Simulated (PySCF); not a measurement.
## Fractional electron number in Cd²⁺ (cadmium, charge +2)

The 4d beta orbital of [Kr] 4d10 is emptied in steps (occupation f), with all orbitals relaxed, ending at [Kr] 4d9. Calculation: PySCF 2.14, in def2-TZVP with the def2 core potential (28 electrons) (6s4p3d1f, 40 functions); scalar relativity through the core potential. The exact energy is a straight line in f; departures are measured from the line between the end points of the same method.

```json
{"f": "1", "UHF (eV)": "0.000", "LDA (eV)": "0.000", "PBE (eV)": "0.000", "PBE0 (eV)": "0.000", "r2SCAN (eV)": "0.000", "LC-wPBE (eV)": "0.000", "BHandHLYP (eV)": "0.000", "wB97X (eV)": "0.000", "BLYP (eV)": "0.000", "r2SCAN0 (eV)": "0.000"}
{"f": "0.75", "UHF (eV)": "0.376", "LDA (eV)": "-1.414", "PBE (eV)": "-1.384", "PBE0 (eV)": "-0.953", "r2SCAN (eV)": "-1.305", "LC-wPBE (eV)": "-0.426", "BHandHLYP (eV)": "-0.516", "wB97X (eV)": "-0.474", "BLYP (eV)": "-1.377", "r2SCAN0 (eV)": "-0.895"}
{"f": "0.5", "UHF (eV)": "0.487", "LDA (eV)": "-1.897", "PBE (eV)": "-1.854", "PBE0 (eV)": "-1.276", "r2SCAN (eV)": "-1.742", "LC-wPBE (eV)": "-0.574", "BHandHLYP (eV)": "-0.695", "wB97X (eV)": "-0.634", "BLYP (eV)": "-1.846", "r2SCAN0 (eV)": "-1.193"}
{"f": "0.25", "UHF (eV)": "0.355", "LDA (eV)": "-1.431", "PBE (eV)": "-1.396", "PBE0 (eV)": "-0.960", "r2SCAN (eV)": "-1.306", "LC-wPBE (eV)": "-0.433", "BHandHLYP (eV)": "-0.526", "wB97X (eV)": "-0.476", "BLYP (eV)": "-1.391", "r2SCAN0 (eV)": "-0.894"}
{"f": "0", "UHF (eV)": "0.000", "LDA (eV)": "0.000", "PBE (eV)": "0.000", "PBE0 (eV)": "0.000", "r2SCAN (eV)": "0.000", "LC-wPBE (eV)": "0.000", "BHandHLYP (eV)": "0.000", "wB97X (eV)": "0.000", "BLYP (eV)": "0.000", "r2SCAN0 (eV)": "0.000"}
```

| method | E(f=0) − E(f=1) (eV) | −ε at f=1 (eV) | −ε at f=0.5 (eV) |
| --- | --- | --- | --- |
| UHF | 36.014 | 38.077 | 35.960 |
| LDA | 38.080 | 30.590 | 38.034 |
| PBE | 37.679 | 30.337 | 37.645 |
| PBE0 | 37.589 | 32.531 | 37.569 |
| r2SCAN | 37.576 | 30.627 | 37.573 |
| LC-wPBE | 37.508 | 35.259 | 37.489 |
| BHandHLYP | 37.397 | 34.673 | 37.371 |
| wB97X | 37.453 | 34.945 | 37.446 |
| BLYP | 37.566 | 30.263 | 37.529 |
| r2SCAN0 | 37.535 | 32.767 | 37.537 |

Orbital energy along the path (eV):

| f | UHF | LDA | PBE | PBE0 | r2SCAN | LC-wPBE | BHandHLYP | wB97X | BLYP | r2SCAN0 |
| --- | --- | --- | --- | --- | --- | --- | --- | --- | --- | --- |
| 1 | -38.077 | -30.590 | -30.337 | -32.531 | -30.627 | -35.259 | -34.673 | -34.945 | -30.263 | -32.767 |
| 0.75 | -36.973 | -34.272 | -33.960 | -35.031 | -34.088 | -36.354 | -36.000 | -36.179 | -33.864 | -35.147 |
| 0.5 | -35.960 | -38.034 | -37.645 | -37.569 | -37.573 | -37.489 | -37.371 | -37.446 | -37.529 | -37.537 |
| 0.25 | -35.028 | -41.865 | -41.381 | -40.138 | -41.064 | -38.652 | -38.781 | -38.722 | -41.250 | -39.925 |
| 0 | -34.168 | -45.756 | -45.153 | -42.726 | -44.531 | -39.833 | -40.231 | -39.995 | -45.018 | -42.292 |

Reference removal energy between the ground levels: 37.468 ± 0.006 eV (measured; NIST Atomic Spectra Database, ionization energies). The calculation has no spin-orbit coupling. UHF lacks correlation.
